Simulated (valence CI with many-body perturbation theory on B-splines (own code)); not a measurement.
**Cr XI: calculated level list**

Method: relativistic CI+MBPT: four valence electrons over a frozen Dirac-Fock core [Ne], radial functions for each j: 11 s, 11 p, 9 d, 7 f, 5 g, 2 h, 1 i, with the one-electron correlation potential Σ1, the two-electron term Σ2, the three-electron term Σ3, Breit, model QED; selected CI, second order for the rest, scaled by the run's own slope (own B-spline code, finite nucleus).

No measured levels were compared; by estimate levels of excited configurations hold to 0.05 to 0.15 % of their energy, terms of the ground configuration to about 0.5 %.

Levels 1 to 45 of 71, with energies above the lowest level, 3s2 3p2 3P_0. "Leading %" is the weight of the configuration and term that name the level; weights of strongly mixed levels are sums over their largest components and can fall short. Lifetimes count E1, E2, E3, M1 and M2 decay at the calculated energies, and are blank where another channel may lead or the interval is too uncertain; long ones can be off by a factor of two.

```
No.  Configuration  Term  J  E (cm⁻¹)  Leading %      g  Lifetime
  1        3s2 3p2    3P  0         0         94                 
  2        3s2 3p2    3P  1      5538         96  1.501    333 ms
  3        3s2 3p2    3P  2     12003         92  1.475    288 ms
  4        3s2 3p2    1D  2     37102         92  1.025   19.1 ms
  5        3s2 3p2    1S  0     75181         93          2.45 ms
  6         3s 3p3   5S°  2    178210         98  1.998    175 ns
  7         3s 3p3   3D°  1    242350         86  0.519    812 ps
  8         3s 3p3   3D°  2    242460         85  1.177    859 ps
  9         3s 3p3   3D°  3    243930         88  1.333    945 ps
 10         3s 3p3   3P°  0    278160         89           312 ps
 11         3s 3p3   3P°  1    278500         86  1.483    315 ps
 12         3s 3p3   3P°  2    278790         82  1.477    341 ps
 13         3s 3p3   1D°  2    306580         55  1.014    227 ps
 14         3s 3p3   3S°  1    356830         79  1.831   21.0 ps
 15      3s2 3p 3d   3F°  2    368690         96  0.668   3.72 ns
 16         3s 3p3   1P°  1    372890         71  1.167   31.6 ps
 17      3s2 3p 3d   3F°  3    373050         97  1.083   6.28 ns
 18      3s2 3p 3d   3F°  4    379370         97  1.250          
 19      3s2 3p 3d   3P°  2    419050         42  1.252   23.3 ps
 20      3s2 3p 3d   3P°  1    425450         69  1.298   24.0 ps
 21      3s2 3p 3d   3P°  2    427210         33  1.203   22.3 ps
 22      3s2 3p 3d   3P°  0    428800         87          26.2 ps
 23      3s2 3p 3d   3D°  1    434280         68  0.703   18.2 ps
 24      3s2 3p 3d   3D°  2    436220         74  1.209   18.1 ps
 25      3s2 3p 3d   3D°  3    436610         86  1.331   17.7 ps
 26      3s2 3p 3d   1F°  3    478680         96  1.001   16.3 ps
 27      3s2 3p 3d   1P°  1    490630         85  0.997   20.9 ps
 28            3p4    3P  2    513980         55  1.461    150 ps
 29            3p4    3P  1    521930         58  1.500    145 ps
 30            3p4    3P  0    524160         58           142 ps
 31            3p4    1D  2    532150         60  1.039    234 ps
 32      3s 3p2 3d    5F  1    541540         98  0.010   30.4 ns
 33      3s 3p2 3d    5F  2    542980         97  1.009   36.5 ns
 34      3s 3p2 3d    5F  3    545220         97  1.257   54.0 ns
 35      3s 3p2 3d    5F  4    548360         97  1.353    186 ns
 36      3s 3p2 3d    5F  5    552420         99  1.399    208 ns
 37      3s 3p2 3d    5D  0    560160         99          6.97 ns
 38      3s 3p2 3d    5D  1    560550         98  1.491   4.95 ns
 39      3s 3p2 3d    5D  2    561310         96  1.489   3.40 ns
 40      3s 3p2 3d    5D  3    562460         94  1.487   3.07 ns
 41      3s 3p2 3d    5D  4    564210         93  1.486   49.0 ns
 42      3s 3p2 3d    3F  2    580020         92  0.670   1.89 ns
 43      3s 3p2 3d    3F  3    582820         90  1.091   2.00 ns
 44      3s 3p2 3d    3F  4    586990         88  1.260   2.52 ns
 45            3p4    1S  0    599700         62           137 ps
```

Names give the largest LS component (configuration and term), which can be under half, so a name can repeat, a term be missing and a line seem to break the LS rules; names also repeat where a configuration has a term twice.

The ionisation energy to 3s2 3p 2P°_1/2 of the next ion comes out as 269.84 eV (NIST: 270.8 ± 0.5 eV (semi-empirical)). All 71 levels together are meant to be complete up to 703980 cm⁻¹.
